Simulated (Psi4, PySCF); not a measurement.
The PySCF input:
```python
from pyscf import gto, scf, dft

mol = gto.M(
    atom='''
O     0.74828079    1.76165852   -0.87055022
C     0.35903795    0.82035674   -0.28073641
C     1.15403302   -0.42700155    0.10013699
C     0.14111989   -1.54273494    0.22540231
C    -1.23220723   -0.89919179    0.35850748
C    -1.03876203    0.59993036    0.29293917
H     1.97302335   -0.63175095   -0.59064343
H     1.59368435   -0.13424462    1.06248479
H     0.39423810   -2.19185854    1.07437979
H     0.16505890   -2.21222786   -0.63982249
H    -1.74254209   -1.17431508    1.29140036
H    -1.90037894   -1.25870733   -0.42949521
H    -1.81040530    1.13337413   -0.26385032
H    -0.95825419    1.06830919    1.28245125
''',
    basis='6-31g*',
    charge=1,
    spin=1,
    verbose=4,
)

mf = dft.UKS(mol)
mf.xc = 'revpbe'
mf.grids.atom_grid = (99, 590)
mf.grids.prune = None
mf.kernel()
```

### Question
Convert this to an input for Psi4.

### Answer
One answer among several that fit: 
```
memory 2 GB

molecule mol {
1 2
  O     0.748281    1.761659   -0.870550
  C     0.359038    0.820357   -0.280736
  C     1.154033   -0.427002    0.100137
  C     0.141120   -1.542735    0.225402
  C    -1.232207   -0.899192    0.358507
  C    -1.038762    0.599930    0.292939
  H     1.973023   -0.631751   -0.590643
  H     1.593684   -0.134245    1.062485
  H     0.394238   -2.191859    1.074380
  H     0.165059   -2.212228   -0.639822
  H    -1.742542   -1.174315    1.291400
  H    -1.900379   -1.258707   -0.429495
  H    -1.810405    1.133374   -0.263850
  H    -0.958254    1.068309    1.282451
}

set basis 6-31g*
set reference uks
set scf_type pk
set puream true
set d_convergence 1e-8
set dft_radial_points 99
set dft_spherical_points 590

energy('revpbe')
print_variables()
```

Both were run: PySCF gave -270.160712 Eh and Psi4 -270.160712 Eh, 0.000 mEh apart.
